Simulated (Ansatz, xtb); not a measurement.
## Two isomers of C4H5FOSi

Structure X: `O[Si]1(F)C=CC=C1`, a singlet. Structure Y: `OC1=C[Si@@H](F)C=C1`, a singlet. Both are isolated molecules in the gas phase, relaxed with PBE-D3(BJ)/def2-SVP; the shapes shown needn't be the lowest conformers.

X (Å):

```xyz
12

C    -0.5212    1.2646    0.7052
C     0.7993    1.1698    0.4028
C     1.2324   -0.0040   -0.4211
C     0.2718   -0.8845   -0.8033
F    -2.0483   -1.2279    0.9615
O    -2.5691    0.0946   -1.1992
Si   -1.3421   -0.2166   -0.1097
H    -2.3429    0.6881   -1.9354
H    -0.9378    2.0860    1.3047
H     1.5579    1.9010    0.7323
H     2.3003   -0.1109   -0.6800
H     0.4877   -1.7772   -1.4069
```

Y (Å):

```xyz
12

C    -1.3064   -0.0178   -0.1333
C    -1.0062    1.2278    0.3405
C     1.0653   -0.2950   -0.6037
C    -0.1693   -0.8494   -0.6500
F     1.6917    1.7369    1.4403
O    -2.5587   -0.5309   -0.1658
Si    0.8133    1.4510    0.0785
H    -2.5213   -1.4335   -0.5349
H    -1.7809    1.9038    0.7237
H     1.2171    2.5302   -0.8843
H     1.9645   -0.8175   -0.9596
H    -0.3836   -1.8624   -1.0436
```

Problem. Estimate E(Y) − E(X) at the level CCSD(T)/def2-SVP + ΔMP2/def2-TZVPP.

Solution. Calculated at CCSD(T)/def2-SVP + ΔMP2/def2-TZVPP: E(Y) − E(X) = +1.599 eV, so structure X lies lower.

The same difference at several levels:

```json
{"level": "GFN2-xTB", "geometry": "GFN2-xTB", "E(Y) − E(X) (eV)": "+0.886", "departure from the last row (eV)": "−0.713", "job, with rough time for the two": "optimisation, 0.62 s"}
{"level": "HF/STO-3G", "geometry": "GFN2-xTB", "E(Y) − E(X) (eV)": "+0.560", "departure from the last row (eV)": "−1.039", "job, with rough time for the two": "single point, 1.9 s"}
{"level": "r2SCAN-D4/def2-SVP", "geometry": "GFN2-xTB", "E(Y) − E(X) (eV)": "+1.247", "departure from the last row (eV)": "−0.352", "job, with rough time for the two": "single point, 11 s"}
{"level": "PBE-D3(BJ)/def2-SVP", "geometry": "PBE-D3(BJ)/def2-SVP", "E(Y) − E(X) (eV)": "+1.141", "departure from the last row (eV)": "−0.458", "job, with rough time for the two": "optimisation, 73 s"}
{"level": "HF/def2-SVP", "geometry": "PBE-D3(BJ)/def2-SVP", "E(Y) − E(X) (eV)": "+1.465", "departure from the last row (eV)": "−0.134", "job, with rough time for the two": "part of the CCSD(T) run"}
{"level": "MP2/def2-SVP", "geometry": "PBE-D3(BJ)/def2-SVP", "E(Y) − E(X) (eV)": "+1.425", "departure from the last row (eV)": "−0.174", "job, with rough time for the two": "part of the CCSD(T) run"}
{"level": "CCSD(T)/def2-SVP", "geometry": "PBE-D3(BJ)/def2-SVP", "E(Y) − E(X) (eV)": "+1.378", "departure from the last row (eV)": "−0.221", "job, with rough time for the two": "single point"}
{"level": "CCSD(T)/def2-SVP + ΔMP2/def2-TZVPP", "geometry": "PBE-D3(BJ)/def2-SVP", "E(Y) − E(X) (eV)": "+1.599", "departure from the last row (eV)": "", "job, with rough time for the two": "single point, 3.2 min"}
```

As drawn, Y has 1 C–O, 1 Si–H in place of 1 O–Si, 1 C–H.

None of the levels shown reverses the order. The largest departure from CCSD(T)/def2-SVP + ΔMP2/def2-TZVPP is that of HF/STO-3G, 1.039 eV. The last row adds to CCSD(T) the change of the MP2 difference between the two basis sets, here +0.221 eV, a large step that makes the value less sure.

With thermal terms from frequencies at re-optimised GFN2-xTB minima (ideal gas, soft modes damped towards free rotors, one conformer each, 298.15 K, 1 atm): the zero-point term adds −0.053 eV; ΔH is +1.538 and ΔG +1.555 eV.

The correlated steps freeze 11 core orbitals. Mirror images aren't counted in ΔG. Run with Ansatz 0.2.0, xtb 6.7.1; the last row on 2 threads of AMD EPYC (Zen 3) on a shared host.
